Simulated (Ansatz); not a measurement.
**Which is lower?**

Two relaxed structures of AlBSiH₅O (charge +1), closed shell (PBE0-D4/def2-TZVP; forces vanish, vibrations not checked).

A:

```
9
angstrom
Si 0.8245 1.1960 -0.2794
Al -1.3371 0.2583 -0.8526
B 0.7055 -0.5840 0.7144
O -0.5710 -1.0877 0.3502
H -2.7593 -0.1912 -1.3306
H 0.8049 2.3902 0.5945
H 1.8304 1.2318 -1.3643
H 1.3609 -1.2476 1.4482
H -0.8690 -1.9420 0.7030
```

B:

Si1  (-0.825, 1.820, -1.507)
Al2  (-0.019, -0.085, -0.162)
B3  (0.698, -1.760, 1.044)
O4  (0.911, -1.408, 2.308)
H5  (-1.680, 1.231, -2.564)
H6  (-1.577, 2.682, -0.566)
H7  (0.393, 2.472, -2.044)
H8  (0.869, -2.851, 0.588)
H9  (1.230, -2.101, 2.903)
(Å)

Computed with Ansatz 0.2.0 (basis: def2-TZVPP); correlated methods freeze the cores. B3LYP uses VWN-RPA correlation.

(1) Which structure is lower at CCSD(T), and by how much? (To be estimated.)

The T1 diagnostic stays at or below 0.016.

Results:

(1) Computed: A, by 0.596 eV (electronic energy, against the other). By their contacts, A is AlBSiH₅O ([BH]1[OH][AlH][SiH2]1), total charge +1 and B is AlBSiH₅O ([OH][BH][Al][SiH3]), total charge +1.

All methods give the same order:

```json
{"method": "PBE-D4", "E(B) − E(A) (eV)": "0.469"}
{"method": "r2SCAN-D4", "E(B) − E(A) (eV)": "0.630"}
{"method": "PBE0-D4", "E(B) − E(A) (eV)": "0.560"}
{"method": "B3LYP-D4", "E(B) − E(A) (eV)": "0.472"}
{"method": "wB97M-V", "E(B) − E(A) (eV)": "0.621"}
{"method": "HF", "E(B) − E(A) (eV)": "0.515"}
{"method": "MP2", "E(B) − E(A) (eV)": "0.648"}
{"method": "CCSD", "E(B) − E(A) (eV)": "0.588"}
{"method": "CCSD(T)", "E(B) − E(A) (eV)": "0.596"}
```

Labels in which every atom is bracketed show which atoms are joined, not bond orders.

For scale, one of the runs: CCSD(T)/def2-TZVPP, 216 basis functions, launched by `ansatz run in.yaml --threads 2 --pin off --events-out ev --progress --plain --max-ram 4352MiB`. Time: 64 s of wall clock on 2 CPU threads of an Arm Neoverse V2; the host was shared. Peak host memory: 2.9 GiB.
